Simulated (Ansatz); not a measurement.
Wavefunction ladder for CH3ClFNSi2 (`N#C[SiH](Cl)[SiH2]F`)

```xyz
9

N    -2.3858    1.9011    0.2477
C    -1.4191    1.3449    0.5381
Si    0.1401    0.4143    0.8799
Cl   -0.1787   -0.7929    2.4976
Si    0.5626   -0.8537   -1.0520
F     1.9389   -1.6439   -0.8450
H     1.1734    1.4187    1.2137
H    -0.5305   -1.8331   -1.2559
H     0.6992    0.0447   -2.2241
```

The species carries charge 0 and has multiplicity 1. Geometry: relaxed with PBE0-D4/def2-TZVP. It is one conformer, not always the lowest. Frozen core, restricted reference, Ansatz. CBS rows extrapolate triple and quadruple zeta; past MP2 they add the triple-zeta difference.

```json
{"basis": "def2-SVP", "HF (Eh)": "-1230.48794", "MP2 corr.": "-0.77643", "CCSD corr.": "-0.82184", "(T)": "?", "CCSD(T) total": "?"}
{"basis": "def2-TZVPP", "HF (Eh)": "-1231.10175", "MP2 corr.": "-1.00212", "CCSD corr.": "?", "(T)": "-0.04433", "CCSD(T) total": "?"}
{"basis": "def2-QZVPP", "HF (Eh)": "?", "MP2 corr.": "-1.08720", "CCSD corr.": "–", "(T)": "–", "CCSD(T) total": "–"}
{"basis": "CBS(def2)", "HF (Eh)": "-1231.14640", "MP2 corr.": "-1.15023", "CCSD corr.": "?", "(T)": "as TZ", "CCSD(T) total": "?"}
```

Fill in the withheld values. (Estimate.)

Computed: def2-SVP (T): -0.02428; def2-SVP CCSD(T) total: -1231.33406; def2-TZVPP CCSD corr.: -1.04480; def2-TZVPP CCSD(T) total: -1232.19088; def2-QZVPP HF (Eh): -1231.14100; CBS(def2) CCSD corr.: -1.19291; CBS(def2) CCSD(T) total: -1232.38364.
